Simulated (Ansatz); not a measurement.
The cluster Sn₃H₆. Total charge 0; singlet. Geometry PBE0-D4/def2-SVP.

```xyz
9

Sn   -0.371    0.239    1.562
Sn    1.542    0.113   -0.495
Sn   -1.171   -0.353   -1.068
H    -0.341   -0.979    2.770
H     2.264    1.542   -1.112
H    -1.739   -1.936   -1.403
H    -0.708    1.769    2.261
H    -2.107    0.812   -1.910
H     2.632   -1.206   -0.606
```

In the def2 sets Sn takes a core potential; there is no spin–orbit coupling. HSE06 is defined as in plane-wave codes, on full-range PBE exchange. Another isomer (singlet) lies 0.26 eV lower at PBE0-D4/def2-TZVP; other spin states weren't run for this one.

(1) Estimate the orbital energies around the gap (eV) in Ansatz with LDA (SPW92)/def2-TZVP, PBE-D4/def2-TZVP, r2SCAN-D4/def2-TZVP, PBE0-D4/def2-TZVP, HSE06-D4/def2-TZVP.

Results:

(1) 
```json
{"orbital": "HOMO−5", "LDA (SPW92)/def2-TZVP": "-8.54", "PBE-D4/def2-TZVP": "-8.46", "r2SCAN-D4/def2-TZVP": "-8.81", "PBE0-D4/def2-TZVP": "-9.70", "HSE06-D4/def2-TZVP": "-9.29"}
{"orbital": "HOMO−4", "LDA (SPW92)/def2-TZVP": "-8.23", "PBE-D4/def2-TZVP": "-8.13", "r2SCAN-D4/def2-TZVP": "-8.46", "PBE0-D4/def2-TZVP": "-9.28", "HSE06-D4/def2-TZVP": "-8.89"}
{"orbital": "HOMO−3", "LDA (SPW92)/def2-TZVP": "-7.91", "PBE-D4/def2-TZVP": "-7.87", "r2SCAN-D4/def2-TZVP": "-8.19", "PBE0-D4/def2-TZVP": "-9.07", "HSE06-D4/def2-TZVP": "-8.68"}
{"orbital": "HOMO−2", "LDA (SPW92)/def2-TZVP": "-7.91", "PBE-D4/def2-TZVP": "-7.87", "r2SCAN-D4/def2-TZVP": "-8.19", "PBE0-D4/def2-TZVP": "-9.07", "HSE06-D4/def2-TZVP": "-8.67"}
{"orbital": "HOMO−1", "LDA (SPW92)/def2-TZVP": "-5.71", "PBE-D4/def2-TZVP": "-5.57", "r2SCAN-D4/def2-TZVP": "-5.76", "PBE0-D4/def2-TZVP": "-6.39", "HSE06-D4/def2-TZVP": "-6.02"}
{"orbital": "HOMO", "LDA (SPW92)/def2-TZVP": "-5.70", "PBE-D4/def2-TZVP": "-5.57", "r2SCAN-D4/def2-TZVP": "-5.76", "PBE0-D4/def2-TZVP": "-6.39", "HSE06-D4/def2-TZVP": "-6.02"}
{"orbital": "LUMO", "LDA (SPW92)/def2-TZVP": "-2.23", "PBE-D4/def2-TZVP": "-2.02", "r2SCAN-D4/def2-TZVP": "-1.78", "PBE0-D4/def2-TZVP": "-1.25", "HSE06-D4/def2-TZVP": "-1.61"}
{"orbital": "LUMO+1", "LDA (SPW92)/def2-TZVP": "-2.23", "PBE-D4/def2-TZVP": "-2.02", "r2SCAN-D4/def2-TZVP": "-1.78", "PBE0-D4/def2-TZVP": "-1.25", "HSE06-D4/def2-TZVP": "-1.61"}
{"orbital": "LUMO+2", "LDA (SPW92)/def2-TZVP": "-1.68", "PBE-D4/def2-TZVP": "-1.57", "r2SCAN-D4/def2-TZVP": "-1.43", "PBE0-D4/def2-TZVP": "-0.87", "HSE06-D4/def2-TZVP": "-1.24"}
{"orbital": "LUMO+3", "LDA (SPW92)/def2-TZVP": "-1.45", "PBE-D4/def2-TZVP": "-1.22", "r2SCAN-D4/def2-TZVP": "-0.99", "PBE0-D4/def2-TZVP": "-0.50", "HSE06-D4/def2-TZVP": "-0.85"}
{"orbital": "LUMO+4", "LDA (SPW92)/def2-TZVP": "-0.73", "PBE-D4/def2-TZVP": "-0.56", "r2SCAN-D4/def2-TZVP": "-0.28", "PBE0-D4/def2-TZVP": "0.20", "HSE06-D4/def2-TZVP": "-0.16"}
{"orbital": "LUMO+5", "LDA (SPW92)/def2-TZVP": "0.50", "PBE-D4/def2-TZVP": "0.65", "r2SCAN-D4/def2-TZVP": "1.09", "PBE0-D4/def2-TZVP": "1.40", "HSE06-D4/def2-TZVP": "1.04"}
```
